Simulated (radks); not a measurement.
Question: Coherent X-ray form factor from a spherical all-electron density. Method: non-relativistic Kohn-Sham, PBE, spin-polarised, spherical densities, point nucleus; computed with a radial shooting solver on a logarithmic mesh with Libxc functionals.

| sin(theta)/lambda (1/angstrom) | f0 (electrons) |
|---|---|
| 0.05 | 10.946 |
| 0.1 | 10.788 |
| 0.15 | 10.538 |
| 0.2 | 10.217 |
| 0.25 | 9.844 |
| 0.3 | 9.440 |
| 0.4 | 8.600 |
| 0.5 | 7.776 |
| 0.6 | 6.994 |
| 0.8 | 5.560 |
| 1 | 4.327 |
| 1.25 | 3.147 |
| 1.5 | 2.366 |
| 2 | 1.597 |

The species is in the configuration that NIST lists as its ground one. Which atom or ion scatters so?

Answer: The argon ion Ar7+, [Ne] 3s1. Extrapolating in s^2 from the first two rows gives f0(0) = 11.0, near the electron count 11; among species with that count, the fall with angle is slower the higher Z, and the table is that of Z = 18; from so few rows the species is fixed only to a neighbour or two.
